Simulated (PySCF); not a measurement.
C$_{2}$H$_{4}$Cl (SMILES C[CH]Cl), doublet (typed; the unrestricted solution is spin-contaminated), at a GFN2-xTB geometry, with bond 7-2 at 1.6 times its length. Base run: HF/STO-3G in PySCF.

Geometry (Å):
```xyz
7

C      0.0468     0.7047    -0.2045
C      1.5152     0.6682    -0.0628
Cl    -0.8604    -0.6858     0.1472
H     -0.4505     1.4415    -0.8084
H      1.9024     1.6834     0.0012
H      1.8047     0.1143     0.8291
H      2.2900    -0.1109    -1.4333
```
Charge 0, spin multiplicity 2.
Orbitals are unrestricted.
All else is at PySCF's defaults.
Base energy -531.54608 Eh.

The base run was repeated with changes; each row names its change, and settings that it needs were set with it.

```json
[
 {"change": "base", "ΔE vs base (µEh)": "0.0", "SCF cycles": "12", "<S^2>": "1.178", "outcome": "converged"},
 {"change": "conv_tol = 1e-12", "ΔE vs base (µEh)": "0.0", "SCF cycles": "15", "<S^2>": "1.178", "outcome": "converged"},
 {"change": "diis = off; damp = 0.6 (with mf.diis_start_cycle = 200; with mf.max_cycle = 150)", "ΔE vs base (µEh)": "0.0", "SCF cycles": "66", "<S^2>": "1.178", "outcome": "converged"},
 {"change": "level_shift = 0.1 (with mf.max_cycle = 100)", "ΔE vs base (µEh)": "0.0", "SCF cycles": "13", "<S^2>": "1.178", "outcome": "converged"},
 {"change": "DIIS = EDIIS", "ΔE vs base (µEh)": "-", "SCF cycles": "50", "<S^2>": "-", "outcome": "not converged"},
 {"change": "conv_tol_grad = 1e-7", "ΔE vs base (µEh)": "0.0", "SCF cycles": "15", "<S^2>": "1.178", "outcome": "converged"},
 {"change": "diis_space = 12", "ΔE vs base (µEh)": "0.0", "SCF cycles": "12", "<S^2>": "1.178", "outcome": "converged"},
 {"change": "conv_tol = 1e-11", "ΔE vs base (µEh)": "0.0", "SCF cycles": "14", "<S^2>": "1.178", "outcome": "converged"},
 {"change": "conv_tol_grad = 1e-3", "ΔE vs base (µEh)": "0.0", "SCF cycles": "12", "<S^2>": "1.178", "outcome": "converged"},
 {"change": "level_shift = 0.3 (with mf.max_cycle = 100)", "ΔE vs base (µEh)": "0.0", "SCF cycles": "15", "<S^2>": "1.178", "outcome": "converged"},
 {"change": "diis_space = 2", "ΔE vs base (µEh)": "0.0", "SCF cycles": "16", "<S^2>": "1.178", "outcome": "converged"},
 {"change": "conv_tol = 1e-7", "ΔE vs base (µEh)": "0.0", "SCF cycles": "10", "<S^2>": "1.178", "outcome": "converged"},
 {"change": "solver = newton", "ΔE vs base (µEh)": "0.0", "SCF cycles": "-", "<S^2>": "1.178", "outcome": "converged"}
]
```

Open shells are given as the SCF converged; they aren't shown to be the lowest states, and a large step between rows can be another state.
